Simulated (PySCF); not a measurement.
Compound: bis(dimethylamino)methane, C5H14N2.
Bonds: C1–N2, N2–C3, N2–C4, C4–N5, N5–C6, N5–C7. Hydrogens: H8, H9, H10 on C1; H11, H12, H13 on C3; H14, H15 on C4; H16, H17, H18 on C6; H19, H20, H21 on C7.

A PySCF run (density fitting, gas phase, GFN2-xTB geometry) gave HOMO -6.18 eV, LUMO 0.76 eV, dipole 0.64 D.

Question: Which of these levels was it?
A. HSE06/pcSseg-1
B. PBE0/def2-SVPD
C. PBE0/pcSseg-1

Answer: B. It is PBE0/def2-SVPD. All candidates on this geometry:

| level and settings | kind | basis functions | SCF cycles | E (Eh) | HOMO (eV) | LUMO (eV) | dipole (D) |
| --- | --- | --- | --- | --- | --- | --- | --- |
| HSE06/pcSseg-1, fitting basis def2-qzvpp-jkfit | screened hybrid, exact exchange at short range | 189 | 9 | -308.0495 | -5.72 | 1.08 | 0.70 |
| PBE0/def2-SVPD | global hybrid | 252 | 12 | -307.8607 | -6.18 | 0.76 | 0.64 |
| PBE0/pcSseg-1 | global hybrid | 189 | 12 | -308.0233 | -6.11 | 1.46 | 0.71 |

The nearest other candidate, by the summed differences of HOMO and LUMO, is PBE0/pcSseg-1: its HOMO differs by +0.07 eV and its LUMO by +0.70 eV. Cycle counts include a coarse-grid stage where the run had one.

Conformer computed: `[CH3:1][N:2]([CH3:3])[CH2:4][N:5]([CH3:6])[CH3:7]`: C1–N2–C4–N5 64°, N2–C4–N5–C6 -170°.
